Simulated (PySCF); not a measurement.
# SMILES C1(=C\C)/C[C@@H]1C1CC1, C₈H₁₂

Molfile (atoms numbered from 1):
```
C8H12
     RDKit          3D

 20 21  0  0  0  0  0  0  0  0999 V2000
    2.4981   -0.6380   -1.0911 C   0  0  0  0  0  0  0  0  0  0  0  0
    2.2538   -0.1986    0.3190 C   0  0  0  0  0  0  0  0  0  0  0  0
    1.1278    0.3264    0.7332 C   0  0  0  0  0  0  0  0  0  0  0  0
    0.3174    0.8734    1.8247 C   0  0  0  0  0  0  0  0  0  0  0  0
   -0.2458    0.7415    0.4170 C   0  0  2  0  0  0  0  0  0  0  0  0
   -1.2927   -0.2861    0.1264 C   0  0  0  0  0  0  0  0  0  0  0  0
   -2.6915    0.1443   -0.2046 C   0  0  0  0  0  0  0  0  0  0  0  0
   -1.8150   -0.4381   -1.2719 C   0  0  0  0  0  0  0  0  0  0  0  0
    3.3375   -0.0889   -1.5176 H   0  0  0  0  0  0  0  0  0  0  0  0
    1.6161   -0.4711   -1.7038 H   0  0  0  0  0  0  0  0  0  0  0  0
    2.7502   -1.6979   -1.1146 H   0  0  0  0  0  0  0  0  0  0  0  0
    3.0790   -0.3347    1.0085 H   0  0  0  0  0  0  0  0  0  0  0  0
   -0.0485    0.1966    2.5850 H   0  0  0  0  0  0  0  0  0  0  0  0
    0.5425    1.8613    2.2016 H   0  0  0  0  0  0  0  0  0  0  0  0
   -0.3729    1.6612   -0.1455 H   0  0  0  0  0  0  0  0  0  0  0  0
   -1.1787   -1.1934    0.7080 H   0  0  0  0  0  0  0  0  0  0  0  0
   -2.9000    1.2031   -0.2419 H   0  0  0  0  0  0  0  0  0  0  0  0
   -3.5153   -0.4476    0.1641 H   0  0  0  0  0  0  0  0  0  0  0  0
   -2.0360   -1.4297   -1.6362 H   0  0  0  0  0  0  0  0  0  0  0  0
   -1.4310    0.2270   -2.0310 H   0  0  0  0  0  0  0  0  0  0  0  0
  1  2  1  0
  2  3  2  0
  3  4  1  0
  4  5  1  0
  5  6  1  0
  6  7  1  0
  7  8  1  0
  5  3  1  0
  8  6  1  0
  1  9  1  0
  1 10  1  0
  1 11  1  0
  2 12  1  0
  4 13  1  0
  4 14  1  0
  5 15  1  6
  6 16  1  0
  7 17  1  0
  7 18  1  0
  8 19  1  0
  8 20  1  0
M  END
```

Method: PySCF 2.14.0, GIAO KT3/pcSseg-1 magnetisability, rotational g tensor and spin-rotation constants, non-relativistic, gas phase. Geometry: GFN2-xTB.

(1) Give the nuclear spin-rotation constants along the inertial axes (H = +C I·J) beside the isotropic shieldings.

(2) How do the rotational constants and the g tensor change when H9, H10, H11, H12, H13, H14, H15, H16, H17, H18, H19, H20 are replaced by deuterium?

Answers

(1) Rotational constants 3.4127, 1.3381, 1.0225 GHz. A star marks the isotopologue with that one atom substituted, in its own axes.
| atom | isotope | Caa (kHz) | Cbb (kHz) | Ccc (kHz) | mean (kHz) | σ (ppm) |
| --- | --- | --- | --- | --- | --- | --- |
| H9 | 1H | -0.117 | -0.137 | -0.043 | -0.099 | 29.8 |
| H10 | 1H | -0.014 | -0.102 | -0.097 | -0.071 | 29.6 |
| H11 | 1H | -0.334 | -0.096 | -0.008 | -0.146 | 29.7 |
| H12 | 1H | 0.105 | -0.079 | -0.078 | -0.017 | 25.7 |
| H13 | 1H | -0.359 | -0.109 | -0.015 | -0.161 | 30.9 |
| H14 | 1H | -0.365 | -0.032 | -0.064 | -0.153 | 30.4 |
| H15 | 1H | -0.338 | -0.154 | 0.009 | -0.161 | 31.1 |
| H16 | 1H | -0.347 | -0.154 | 0.003 | -0.166 | 31.7 |
| H17 | 1H | -0.321 | -0.124 | -0.025 | -0.157 | 31.5 |
| H18 | 1H | -0.131 | -0.144 | -0.061 | -0.112 | 31.2 |
| H19 | 1H | -0.363 | -0.048 | -0.065 | -0.159 | 31.2 |
| H20 | 1H | -0.357 | -0.114 | -0.023 | -0.165 | 31.5 |
| C1 | 13C* | 0.567 | 0.178 | 0.159 | 0.301 | 162.2 |
| C2 | 13C* | 1.118 | 0.499 | 0.181 | 0.600 | 70.0 |
| C3 | 13C* | 1.272 | 0.541 | 0.148 | 0.654 | 61.4 |
| C4 | 13C* | 0.462 | 0.248 | 0.091 | 0.267 | 172.5 |
| C5 | 13C* | 0.629 | 0.244 | 0.105 | 0.326 | 159.9 |
| C6 | 13C* | 0.602 | 0.223 | 0.101 | 0.309 | 165.8 |
| C7 | 13C* | 0.533 | 0.194 | 0.086 | 0.271 | 177.8 |
| C8 | 13C* | 0.419 | 0.239 | 0.087 | 0.248 | 177.5 |

For the geometry as given, no vibrational averaging.

(2) Constants 2.6611, 1.1273, 0.8638 GHz; g -0.0103, -0.0023, 0.0040, against -0.0130, -0.0028, 0.0047 before.
